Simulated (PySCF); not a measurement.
# C²⁺: interval between two levels

C²⁺ [He] 2s2 → C²⁺ [He] 2p2 [3P2, M_J = 2], as a difference of total energies. Computed with PySCF 2.14 in x2c-TZVPall-2c (5s3p2d1f, 31 functions), with the two-component X2C-1e Hamiltonian. Correlated levels: 1s2 frozen. "Screened" scales the spin-orbit matrix elements by Boettger's factors to mimic the two-electron term; Breit and QED terms are absent.

```tsv
method	interval between two levels (cm⁻¹)
GHF (spin-free)	124300
GMP2 (spin-free)	132130
GHF (screened spin-orbit)	124330
GMP2 (screened spin-orbit)	132160
```

The labels give the starting determinants; with spin-orbit coupling the two ends relaxed to ⟨J²⟩ = 0.00, ⟨L²⟩ = 0.00, ⟨S²⟩ = 0.00 and ⟨J²⟩ = 6.00, ⟨L²⟩ = 2.00, ⟨S²⟩ = 2.00.
